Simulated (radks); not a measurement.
Coulomb parameter of the 4f shell of neutral holmium in the model configuration [Xe] 4f10 6s2 6p1, as a second difference U = [E(n + 0.25) + E(n - 0.25) - 2 E(n)] / (0.25)^2 with all orbitals relaxed. "Bare": the charge of the atom changes with n. "Screened": the 6p shell takes up the change at fixed total charge, which measures U(4f,4f) + U(6p,6p) - 2 U(4f,6p). Calculated with a radial shooting solver on a logarithmic mesh with Libxc functionals: scalar-relativistic Kohn-Sham, PBE, spin-unpolarised, spherical densities, finite nucleus; Fermi nuclear charge, rms radius 5.2022 fm.

case	configuration	E - E(n) (eV)
start	[Xe] 4f10 6s2 6p1	0.000
bare +0.25	[Xe] 4f10.25 6s2 6p1	-2.695
bare -0.25	[Xe] 4f9.75 6s2 6p1	3.639
screened +0.25	[Xe] 4f10.25 6s2 6p0.75	-2.323
screened -0.25	[Xe] 4f9.75 6s2 6p1.25	2.903

U(bare) = 15.103 eV, U(screened by 6p) = 9.288 eV, against the Slater integral F0(4f,4f) = 32.167 eV with frozen orbitals. The step up makes a negative ion, whose loosely bound charge lowers the bare value.
